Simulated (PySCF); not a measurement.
## Calculated data, CH4OSi, AlBF2H, AlBH3O, AlBH5NO and others

All values are calculated (PySCF 2.14.0). Calculation on a computer-drawn molecule: optimised geometry and harmonic frequencies of an isolated molecule of the commonest isotopes, restricted reference for singlets and unrestricted otherwise, frozen core in MP2.

Common to all runs: charge 0; basis cc-pV(D+d)Z.

```yaml
- entry: 1
  formula: CH4OSi
  start_structure:
    atoms_angstrom:
      - [O, -0.9638, 1.366, -0.0781]
      - [C, 0.1701, 0.9035, 0.6118]
      - [Si, 1.2064, -0.5368, -0.105]
      - [H, -0.7881, 1.3495, -1.0066]
      - [H, 0.9194, 1.7117, 0.7433]
      - [H, -0.15, 0.6634, 1.6295]
      - [H, 0.7732, -0.3218, -1.549]
  given:
    multiplicity: 1
    method: MP2
    drawn_bonds_atom: [1, 2, 1, 2, 2, 3]
    drawn_bonds_other_atom: [2, 3, 4, 5, 6, 7]
    drawn_bonds_order: [1, 1, 1, 1, 1, 1]
  results:
    optimised_atom_element: [O, C, Si, H, H, H, H]
    "optimised_atom_x [angstrom]": [-0.9807, 0.1264, 1.21, -0.8166, 0.993, -0.1697, 0.8044]
    "optimised_atom_y [angstrom]": [1.427, 0.8687, -0.5243, 1.257, 1.602, 0.7174, -0.212]
    "optimised_atom_z [angstrom]": [-0.07706, 0.6112, -0.09162, -1.015, 0.6867, 1.664, -1.532]
    "modes_frequency [cm^-1]": [158.0, 295.1, 321.8, 453.6, 627.9, 859.2, 1097, 1199, 1225, 1372, 1443, 2063, 2775, 3131, 3834]
    "modes_reduced_mass [dalton]": [1.765, 1.274, 1.779, 1.277, 2.84, 1.262, 3.784, 1.149, 1.346, 1.208, 1.087, 1.042, 1.068, 1.085, 1.066]
    "rotational_constants [GHz]": [36.84, 5.193, 4.706]
    "total_energy [hartree]": -404.3287
    "convergence_status_largest_gradient_component [hartree/bohr]": 1.462e-05
- entry: 2
  formula: AlBF2H
  start_structure:
    atoms_angstrom:
      - [F, -4.018, 1.313, 0.3262]
      - [B, -3.0459, 2.1705, 0.7819]
      - [Al, -1.2188, 1.2949, 0.5623]
      - [F, 0.2443, 0.4532, 0.7532]
      - [H, -3.1381, 3.259, 0.5399]
  given:
    multiplicity: 2
    method: HF
    drawn_bonds_atom: [1, 2, 3, 2]
    drawn_bonds_other_atom: [2, 3, 4, 5]
    drawn_bonds_order: [1, 1, 1, 1]
  results:
    optimised_atom_element: [F, B, Al, F, H]
    "optimised_atom_x [angstrom]": [-4.056, -2.948, -1.029, -0.03999, -3.104]
    "optimised_atom_y [angstrom]": [1.34, 2.076, 1.204, 0.6498, 3.222]
    "optimised_atom_z [angstrom]": [0.4418, 0.5443, -0.06134, 1.158, 0.8812]
    "modes_frequency [cm^-1]": [59.93, 163.7, 227.0, 492.8, 747.6, 831.1, 1144, 1269, 2675]
    "modes_reduced_mass [dalton]": [5.587, 4.818, 11.91, 4.659, 1.75, 12.85, 1.343, 5.711, 1.089]
    "rotational_constants [GHz]": [19.19, 2.458, 2.361]
    "total_energy [hartree]": -466.1455
    spin_squared: 0.7781
    "convergence_status_largest_gradient_component [hartree/bohr]": 1.551e-05
- entry: 3
  formula: AlBH3O
  start_structure:
    atoms_angstrom:
      - [B, -0.9206, -1.595, -2.2191]
      - [Al, 0.5057, -0.5519, -1.3749]
      - [O, 1.7706, 0.2921, -0.6461]
      - [H, -1.9358, -1.0179, -2.3415]
      - [H, -0.7721, -2.702, -2.1945]
      - [H, 2.5159, 0.85, -0.2414]
  given:
    multiplicity: 2
    method: HF
    drawn_bonds_atom: [1, 2, 1, 1, 3]
    drawn_bonds_other_atom: [2, 3, 4, 5, 6]
    drawn_bonds_order: [1, 1, 1, 1, 1]
  results:
    optimised_atom_element: [B, Al, O, H, H, H]
    "optimised_atom_x [angstrom]": [-0.7751, 0.3001, 1.71, -1.729, -0.5914, 2.25]
    "optimised_atom_y [angstrom]": [-1.465, -0.657, 0.2813, -0.8887, -2.598, 0.6027]
    "optimised_atom_z [angstrom]": [-2.086, -0.4124, -0.4167, -2.539, -2.445, -1.119]
    "modes_frequency [cm^-1]": [156.0, 194.2, 342.0, 500.2, 510.7, 530.4, 836.7, 891.8, 1197, 2646, 2728, 4219]
    "modes_reduced_mass [dalton]": [3.828, 1.144, 1.147, 4.16, 1.226, 1.297, 1.805, 3.312, 1.136, 1.051, 1.124, 1.068]
    "rotational_constants [GHz]": [37.54, 5.211, 4.76]
    "total_energy [hartree]": -343.2039
    spin_squared: 0.8165
    "convergence_status_largest_gradient_component [hartree/bohr]": 3.243e-06
- entry: 4
  formula: AlBH5NO
  start_structure:
    atoms_angstrom:
      - [B, -0.4162, -2.4193, -0.1561]
      - [O, -0.729, -1.2996, -0.8363]
      - [Al, -1.2082, 0.0047, -1.6535]
      - ["N", -0.0811, 1.106, -2.4554]
      - [H, -0.116, -2.3535, 0.98]
      - [H, -0.3829, -3.458, -0.8074]
      - [H, -2.7697, 0.2416, -1.5518]
      - [H, 0.924, 0.9104, -2.5392]
      - [H, -0.3254, 1.9888, -2.992]
  given:
    multiplicity: 1
    method: HF
    drawn_bonds_atom: [1, 2, 3, 1, 1, 3, 4, 4]
    drawn_bonds_other_atom: [2, 3, 4, 5, 6, 7, 8, 9]
    drawn_bonds_order: [1, 1, 1, 1, 1, 1, 1, 1]
  results:
    "total_energy [hartree]": null
    "rotational_constants [GHz]": null
- entry: 5
  formula: CH4ClNSi
  start_structure:
    atoms_angstrom:
      - ["N", -0.9583, 0.1825, 1.399]
      - [C, 0.0001, -0.2777, 0.4554]
      - [Si, 1.732, -0.598, 0.7947]
      - [Cl, 2.9737, -1.0757, -0.7215]
      - [H, -0.5998, 0.316, 2.3463]
      - [H, -1.7855, -0.3863, 1.4398]
      - [H, -0.4649, -0.4669, -0.4334]
      - [H, 2.4861, -0.3287, 1.9642]
  given:
    multiplicity: 1
    method: HF
    drawn_bonds_atom: [1, 2, 3, 1, 1, 2, 3]
    drawn_bonds_other_atom: [2, 3, 4, 5, 6, 7, 8]
    drawn_bonds_order: [1, 2, 1, 1, 1, 1, 1]
  results:
    "rotational_constants [GHz]": null
- entry: 6
  formula: AlBCl2H2
  start_structure:
    atoms_angstrom:
      - [Al, -0.3703, -1.08, -1.5716]
      - [B, -0.7143, 0.1666, 0.1174]
      - [Cl, -0.3284, -1.6309, 0.5678]
      - [Cl, -0.9025, 1.112, 1.3874]
      - [H, -1.5154, -1.8431, -2.181]
      - [H, 1.0615, -1.2703, -2.1312]
  given:
    multiplicity: 1
    method: HF
    drawn_bonds_atom: [1, 2, 2, 1, 1]
    drawn_bonds_other_atom: [2, 3, 4, 5, 6]
    drawn_bonds_order: [1, 1, 1, 1, 1]
  results:
    "total_energy [hartree]": null
```

To be estimated
1. Give the missing total energy for AlBH5NO (entry 4).
2. Give the missing rotational constants for AlBH5NO (entry 4).
3. Give the table of modes values for AlBH5NO (entry 4).
4. Estimate the rotational constants of CH4ClNSi (entry 5).
5. AlBCl2H2 (entry 6): total energy?

Answers
1. -398.9647 hartree
2. 19.66, 3.089, 2.733 GHz
3. 
Modes:
| frequency (cm⁻¹) | reduced mass (dalton) |
| --- | --- |
| 61.61 | 2.962 |
| 86.44 | 3.462 |
| 117.6 | 1.071 |
| 246 | 3.84 |
| 377.7 | 1.113 |
| 443.1 | 1.292 |
| 551.1 | 1.193 |
| 621.3 | 1.585 |
| 664.2 | 1.986 |
| 784.9 | 1.479 |
| 887 | 5.407 |
| 1071 | 1.336 |
| 1148 | 1.369 |
| 1323 | 1.275 |
| 1475 | 4.65 |
| 1671 | 1.112 |
| 2043 | 1.043 |
| 2627 | 1.048 |
| 2678 | 1.128 |
| 3781 | 1.052 |
| 3864 | 1.094 |
4. 11.84, 2.091, 1.835 GHz
5. -1186.8374 hartree

Further results for AlBH5NO (entry 4):

```
convergence status largest gradient component : 2.469e-05 hartree/bohr
```

Optimised structure:
```xyz
9
AlBH5NO
B     -0.3638    -2.4306    -0.1892
O     -0.7577    -1.3259    -0.8291
Al    -1.2852     0.0591    -1.6404
N     -0.0965     1.0630    -2.4539
H     -0.0556    -2.3758     0.9772
H     -0.3132    -3.4843    -0.7775
H     -2.8095     0.4202    -1.6520
H      0.8911     0.8939    -2.4882
H     -0.3141     1.9016    -2.9587
```

Further results for CH4ClNSi (entry 5):

```
total energy                                  : -843.0735 hartree
convergence status largest gradient component : 2.553e-05 hartree/bohr
```

Optimised structure:
```xyz
8
CH4ClNSi
N     -0.8041    -0.0017     1.4408
C      0.0641    -0.4728     0.5967
Si     1.7990    -1.1933     1.0174
Cl     2.7500    -0.6811    -0.8584
H     -0.5357     0.2025     2.3850
H     -1.7617     0.1641     1.1999
H     -0.3489    -0.6346    -0.3984
H      2.2206    -0.0178     1.8614
```

Modes:
| frequency (cm⁻¹) | reduced mass (dalton) |
| --- | --- |
| 111 | 3.707 |
| 153.2 | 2.712 |
| 311 | 2.667 |
| 395.8 | 2.485 |
| 493.7 | 6.664 |
| 594.9 | 1.884 |
| 727.8 | 1.372 |
| 793.5 | 1.191 |
| 829.2 | 1.162 |
| 1143 | 1.122 |
| 1200 | 1.15 |
| 1472 | 1.589 |
| 1579 | 2.38 |
| 1813 | 1.348 |
| 2154 | 1.043 |
| 3303 | 1.09 |
| 3759 | 1.047 |
| 3885 | 1.105 |

Further results for AlBCl2H2 (entry 6):

```
rotational constants                          : 3.111, 2.435, 1.395 GHz
convergence status largest gradient component : 3.007e-05 hartree/bohr
```

Optimised structure:
```xyz
6
AlBCl2H2
Al    -0.3615    -1.0619    -1.7161
B     -0.5529    -0.4805     0.3487
Cl    -0.3469    -1.6437     1.6708
Cl    -0.9244     1.1878     0.8205
H     -1.6329    -1.5594    -2.5113
H      1.0492    -0.9881    -2.4238
```

Modes:
| frequency (cm⁻¹) | reduced mass (dalton) |
| --- | --- |
| 78.57 | 1.031 |
| 105.1 | 7.668 |
| 245.4 | 16.84 |
| 267.9 | 2.052 |
| 396.8 | 19.04 |
| 551.9 | 1.913 |
| 614.7 | 1.212 |
| 818.2 | 1.194 |
| 887.6 | 11.27 |
| 923.3 | 5.261 |
| 1992 | 1.059 |
| 1993 | 1.025 |
